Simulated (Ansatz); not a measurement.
CH₈GeOSi, SMILES `[OH][GeH2][CH2][SiH3]` at its PBE0-D4/def2-TZVP geometry, where that method's forces vanish. Charge 0, multiplicity 1.

```tsv
atom	x (Å)	y (Å)	z (Å)
O1	0.435	0.918	-2.113
Ge2	0.747	1.275	-0.392
C3	-0.595	0.369	0.703
Si4	-0.494	-1.493	0.611
H5	0.522	-0.016	-2.317
H6	0.633	2.803	-0.309
H7	2.163	0.795	-0.007
H8	-1.577	0.710	0.364
H9	-0.474	0.691	1.742
H10	0.778	-1.965	1.223
H11	-0.506	-1.937	-0.812
H12	-1.631	-2.150	1.308
```

(1) For each bond, give half the difference of the two atoms' forces along it (eV/Å; positive pushes the atoms apart) under PBE-D4, r2SCAN-D4, B3LYP-D4, ωB97M-V in def2-TZVPP. (Best estimate.)

Answers

(1) Ansatz gave: 
| bond | length (Å) | PBE-D4 | r2SCAN-D4 | B3LYP-D4 | ωB97M-V |
| --- | --- | --- | --- | --- | --- |
| O1–Ge2 | 1.784 | 0.37 | 0.07 | 0.26 | 0.13 |
| O1–H5 | 0.960 | 0.38 | 0.04 | -0.04 | -0.07 |
| Ge2–C3 | 1.955 | 0.02 | 0.04 | 0.15 | 0.02 |
| Ge2–H6 | 1.535 | 0.04 | -0.05 | -0.10 | -0.12 |
| Ge2–H7 | 1.544 | 0.00 | -0.06 | -0.07 | -0.09 |
| C3–Si4 | 1.868 | -0.01 | 0.01 | 0.11 | 0.09 |
| C3–H8 | 1.094 | 0.10 | -0.01 | -0.09 | -0.05 |
| C3–H9 | 1.095 | 0.09 | -0.01 | -0.09 | -0.05 |
| Si4–H10 | 1.488 | 0.07 | -0.03 | -0.08 | -0.10 |
| Si4–H11 | 1.491 | 0.07 | -0.03 | -0.08 | -0.10 |
| Si4–H12 | 1.487 | 0.08 | -0.01 | -0.09 | -0.12 |

B3LYP here is the variant with VWN-RPA as its local correlation; programs differ in this.
